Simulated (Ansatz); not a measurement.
# An input for singlet GaClF+

GaClF+ has 3 atoms, charge +1, and is taken as a singlet. SMILES of the parent species: `[F][Ga][Cl]`. The shape was relaxed beforehand at PBE0/def2-SVP.

```xyz
3

F    -1.4769    0.7041   -0.7385
Ga   -0.0989    0.0254   -0.0519
Cl    1.5650   -0.7943    0.7771
```

Settings wanted:

```json
{
  "basis set": "def2-TZVPP",
  "task": "energy",
  "method": "MP2",
  "reference": "RHF",
  "relativity": "none",
  "accuracy": "medium",
  "frozen core orbitals": "15",
  "start density": "atoms"
}
```

Problem. Give an Ansatz 0.2.0 job that does this.

Solution. This one ran through:

input.yaml:
```yaml
basis:
  gaussian:
    orbitals: def2-TZVPP
crystal:
  periodic: [false, false, false]
  atoms:
    - {symbol: F, position_ang: [-1.476938, 0.704070, -0.738519]}
    - {symbol: Ga, position_ang: [-0.098900, 0.025433, -0.051905]}
    - {symbol: Cl, position_ang: [1.565038, -0.794302, 0.777124]}
total_charge: 1
correlation:
  method: mp2
  frozen_orbitals: {Cl: 5, F: 1, Ga: 9}
```

```bash
$ ansatz run input.yaml --threads 1 --pin off --max-ram 3480MiB --events-out events.jsonl --progress --plain --runs-dir runs
```

Calculated total energy: -2482.65519 Eh.
